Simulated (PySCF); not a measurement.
Two structures of GePH7, closed shell, reached by relaxing down either side of one saddle point (PBE0-D4/def2-TZVP). Energies are electronic, without zero-point energy. Program: PySCF 2.14 with density fitting (its default auxiliary sets; JK sets also for MP2 and CCSD(T)). Basis: def2-TZVPP and def2-QZVPP. Cores are frozen in the correlated methods. Filled d shells of the heavier atoms are correlated. The def2 sets are not built for correlating such inner shells, so the correlated values are less sure here. Extrapolation: Hartree–Fock as exp(−7.88 √X), correlation as X^−2.97. First:

```csv
atom,x (Å),y (Å),z (Å)
Ge1,-1.4319,0.9238,-0.8175
H2,-0.9042,-0.4775,-1.1592
H3,-2.5387,1.2956,-1.8161
H4,-2.0032,0.9250,0.6049
H5,-0.2878,1.9398,-0.9229
H6,0.9423,-2.0041,1.1041
P7,1.4662,-0.6853,1.1423
H8,2.5775,-1.0595,1.9435
H9,2.1816,-0.8478,-0.0729
```

Second:

```xyz
9
angstrom
Ge -0.4321 1.1101 0.0989
H -1.3102 -2.4456 -1.1304
H -1.3060 0.4646 -0.9878
H -1.3099 1.4402 1.3171
H 0.1776 2.4106 -0.4512
H -0.8678 -2.7825 -0.6325
P 1.1710 -0.4319 0.7620
H 1.9479 0.5373 1.4509
H 1.9265 -0.2998 -0.4340
```

Task: Which bonds change from the first to the second?

Result: GeH₄ + PH₃ → GePH₅ ([PH2][GeH3]) + H₂; bonds formed: Ge1–P7, H2–H6; bonds broken: Ge1–H2, H6–P7.

Task: Give the saddle point's structure and its height above each. (Judge from chemistry; the value comes from the calculation.)

Result: By the calculation: 267.5 kJ/mol above the first and 269.1 kJ/mol above the second (CCSD(T) at an estimated basis limit (MP2 extrapolated from triple and quadruple zeta, plus CCSD(T) − MP2 in triple zeta)).
```csv
atom,x (Å),y (Å),z (Å)
Ge1,-0.8738,0.7813,-0.2894
H2,-0.6950,-1.0830,-0.3366
H3,-1.5337,0.7252,-1.6894
H4,-1.9281,0.8145,0.8263
H5,-0.0899,2.1115,-0.2866
H6,-0.0186,-1.6179,0.2888
P7,1.1082,-0.5578,0.7587
H8,2.4601,-0.4706,1.2974
H9,1.5710,-0.7031,-0.5693
```

No T1 diagnostic of these runs exceeds 0.014. The end structure is not quite a true minimum (one mode of 40i cm⁻¹).

Labels in which every atom is bracketed show which atoms are joined, not bond orders.

For scale, one of the runs: CCSD(T)/def2-TZVPP, 188 basis functions, launched by `OMP_NUM_THREADS=4 python run.py`. Hardware: 4 CPU threads of an Arm Neoverse V2, shared host. Wall time 5 min; peak host memory 2.1 GiB.
